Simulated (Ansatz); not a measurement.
```xyz
9

F    -1.888   -0.382    0.746
C    -0.585   -0.681    0.745
F    -0.269   -1.157    1.947
O     0.150    0.481    0.570
C     0.618    0.727   -0.677
F    -0.361    0.770   -1.580
F     1.235    1.887   -0.652
F     1.479   -0.213   -1.075
H    -0.380   -1.430   -0.024
```

Charge 0, multiplicity 1.

Question: List the CAM-B3LYP/def2-TZVPP orbital energies in eV (Ansatz 0.2.0). (Estimate.)

Answer: Ansatz gave: Occupied: -675.51, -675.47, -675.46, -674.97, -674.88, -525.13, -287.94, -285.75, -39.57, -38.01, -36.86, -36.70, -36.06, -33.25, -23.62, -21.53, -20.24, -19.76, -19.66, -18.45, -18.31, -16.49, -15.94, -15.91, -15.12, -15.08, -14.70, -14.50, -14.18, -14.13, -14.01, -12.91, -12.51. Lowest empty: 2.44, 3.61, 3.77, 4.21, 5.09, 5.20, 5.46, 6.29.
